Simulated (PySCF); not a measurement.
# [YF2]+ at several levels of theory

Computed with PySCF 2.14.0 (density fitting, no spin-orbit coupling) at the geometry relaxed with PBE0:

```xyz
3
[YF2]+ (singlet)
Y     0.0000    0.0000   -0.4142
F     1.5793    0.0000    0.6677
F    -1.5793    0.0000    0.6677
```

```json
{"level": "PBE0", "basis": "Y def2-SVP with ECP28, F def2-SVP", "state": "singlet", "HOMO (eV)": "-16.30", "gap (eV)": "8.17", "charge on Y1 (e)": "1.57", "dipole about the centre of mass (D)": "6.78", "largest force component (eV/Å)": "0.04"}
{"level": "revPBE", "basis": "the same", "state": "singlet", "HOMO (eV)": "-14.31", "gap (eV)": "5.47", "charge on Y1 (e)": "1.44", "dipole about the centre of mass (D)": "6.29", "largest force component (eV/Å)": "0.61"}
{"level": "TPSS", "basis": "the same", "state": "singlet", "HOMO (eV)": "-14.46", "gap (eV)": "5.80", "charge on Y1 (e)": "1.49", "dipole about the centre of mass (D)": "6.43", "largest force component (eV/Å)": "0.44"}
```

Charges are Mulliken's, which hang on the basis. The relaxation used the grid (50, 194), these runs (75, 302) or, all-electron (x2c bases, spin-free X2C Hamiltonian), (99, 590).

Q: What does PBE0 with Y def2-TZVP with ECP28, F def2-TZVP give here?

A: state singlet, HOMO (eV) -16.34, gap (eV) 8.22, charge on Y1 (e) 1.77, dipole about the centre of mass (D) 6.80, largest force component (eV/Å) 0.27. Time: 4.5 s on 2 threads of Arm Neoverse N1, with other jobs on the host, from free ions and atoms.

In the first row's basis the gap widens with exact exchange: 5.5 to 5.8 eV for revPBE, TPSS (none); 8.2 eV for PBE0 (a fixed share).
